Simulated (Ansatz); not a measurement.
Saddle point of CH8SSn, closed shell (SnH₄S ([SH][SnH3]) + CH₄ → CH₆Sn ([CH3][SnH3]) + H₂S; bonds formed: Sn1–C7, S2–H6; bonds broken: Sn1–S2, H6–C7), PBE0-D4/def2-TZVP structure:

```xyz
11
angstrom
Sn -0.7960 0.3064 -0.9446
S 1.6209 1.5686 -0.1335
H -0.0518 0.2031 -2.4675
H -2.0063 -0.9364 -0.8965
H -1.5740 1.7260 -0.4249
H 0.8661 0.0940 0.3619
C 0.2258 -1.0652 0.7411
H 1.0250 2.2375 0.8668
H 0.2310 -1.9598 0.1166
H 1.1090 -1.1190 1.3882
H -0.6496 -1.0553 1.3922
```

Energies are electronic, without zero-point energy. Barriers and step energies count from the start structure reached by relaxing down the imaginary mode; all methods use the PBE0-D4 structures, on which another method's saddle can fall below an end. Ansatz 0.2.0; basis: def2-TZVPP, with def2-QZVPP for the basis limit; cores frozen in the correlated methods. Filled d shells of the heavier atoms are correlated. Core potentials replace the inner electrons of the atoms past krypton. The def2 sets are not built for correlating such inner shells, so the correlated values are less sure here. B3LYP uses VWN-RPA correlation. Extrapolation: Hartree–Fock as exp(−7.88 √X), correlation as X^−2.97.

```json
{"method": "SPW92", "barrier (kJ/mol)": "205.0", "step energy (kJ/mol)": "74.7"}
{"method": "PBE-D4", "barrier (kJ/mol)": "234.1", "step energy (kJ/mol)": "80.9"}
{"method": "BLYP-D4", "barrier (kJ/mol)": "252.2", "step energy (kJ/mol)": "81.3"}
{"method": "r2SCAN-D4", "barrier (kJ/mol)": "248.5", "step energy (kJ/mol)": "83.9"}
{"method": "B97M-V", "barrier (kJ/mol)": "264.4", "step energy (kJ/mol)": "84.4"}
{"method": "PBE0-D4", "barrier (kJ/mol)": "254.1", "step energy (kJ/mol)": "81.8"}
{"method": "B3LYP-D4", "barrier (kJ/mol)": "?", "step energy (kJ/mol)": "82.2"}
{"method": "r2SCAN0-D4", "barrier (kJ/mol)": "263.2", "step energy (kJ/mol)": "83.7"}
{"method": "BHLYP-D4", "barrier (kJ/mol)": "291.3", "step energy (kJ/mol)": "84.0"}
{"method": "CAM-B3LYP-D4", "barrier (kJ/mol)": "279.4", "step energy (kJ/mol)": "79.2"}
{"method": "wB97X-V", "barrier (kJ/mol)": "278.6", "step energy (kJ/mol)": "78.4"}
{"method": "wB97M-V", "barrier (kJ/mol)": "272.7", "step energy (kJ/mol)": "77.8"}
{"method": "B2PLYP", "barrier (kJ/mol)": "?", "step energy (kJ/mol)": "81.4"}
{"method": "PBE-QIDH", "barrier (kJ/mol)": "270.2", "step energy (kJ/mol)": "80.5"}
{"method": "RPA on PBE", "barrier (kJ/mol)": "?", "step energy (kJ/mol)": "70.0"}
{"method": "HF", "barrier (kJ/mol)": "348.5", "step energy (kJ/mol)": "88.5"}
{"method": "MP2", "barrier (kJ/mol)": "271.9", "step energy (kJ/mol)": "75.9"}
{"method": "CCSD", "barrier (kJ/mol)": "290.8", "step energy (kJ/mol)": "74.2"}
{"method": "CCSD(T)", "barrier (kJ/mol)": "277.4", "step energy (kJ/mol)": "73.7"}
```

Problem. Fill in the withheld barriers. (Judge from chemistry; the value comes from the calculation.)

Solution. The calculation gives: B2PLYP 278.2; RPA on PBE 275.5; B3LYP-D4 268.0 kJ/mol. Each is the energy of the saddle less that of the start structure, by the same method.

For comparison, the barrier by CCSD(T) at an estimated basis limit (MP2 extrapolated from triple and quadruple zeta, plus CCSD(T) − MP2 in triple zeta) is 268.4 kJ/mol.

The T1 diagnostic stays at or below 0.014. The end structure is not quite a true minimum (one mode of 33i cm⁻¹).

Labels in which every atom is bracketed show which atoms are joined, not bond orders.

For scale, one of the runs: CCSD(T)/def2-TZVPP, 235 basis functions, launched by `ansatz run in.yaml --threads 4 --pin off --events-out ev --progress --plain --max-ram 9574MiB`. Time: 100 s of wall clock on 4 CPU threads of an Arm Neoverse V2; the host was shared. Peak host memory: 4.5 GiB.
